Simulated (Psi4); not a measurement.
# MP2, SCS-MP2 and SOS-MP2 from spin components

System: AlClF2 (SMILES [F][Al]([F])[Cl]), singlet, at a GFN2-xTB geometry (such geometries of metal compounds can be far from the true shape). Level: MP2/def2-SVP (Psi4). Sums are taken with unrounded values, so a last digit can differ.

Psi4 was given this input:
```
memory 2 GB

molecule {
0 1
  Al   -0.28553981    0.17607883   -0.15733185
  F    -1.76738816   -0.50280871   -0.36624156
  F    -0.20323799    1.71800017   -0.71956939
  Cl    1.26162664   -0.77798517    0.69515369
}

set basis def2-svp
set freeze_core true

energy('mp2')
print_variables()
```

It gave an SCF energy of -900.135834 Eh, a same-spin correlation energy of -0.154864 Eh and an opposite-spin one of -0.405065 Eh.

Work out the MP2, SCS-MP2 (6/5 and 1/3) and SOS-MP2 (1.3 and 0) correlation and total energies.

MP2: -0.405065 + (-0.154864) = -0.559929 Eh, total -900.695763 Eh, as the program printed. SCS-MP2: 1.2 × (-0.405065) + (-0.154864)/3 = -0.537699 Eh, total -900.673533 Eh. SOS-MP2: 1.3 × (-0.405065) = -0.526584 Eh, total -900.662418 Eh. Opposite spins carry 72 % of the MP2 correlation; same-spin pairs are already kept apart by exchange.
